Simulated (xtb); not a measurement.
BrGe (SMILES [Ge][Br]), doublet, at a GFN2-xTB geometry. Base run: GFN0-xTB run with xtb.

Input for xtb:
```
$ xtb mol.xyz --gfn 0 --uhf 1 --json

# file mol.xyz
2

Ge    -0.00000000    -0.00000000    -1.22365226
Br     0.00000000     0.00000000     1.11876778
```

The base run was repeated with changes; each row names its change, and settings that it needs were set with it.

| change | ΔE vs base (kcal/mol) |
|---|---|
| base | 0.000 |
| acc = 30 | 0.000 |
| acc = 1000 | 0.000 |
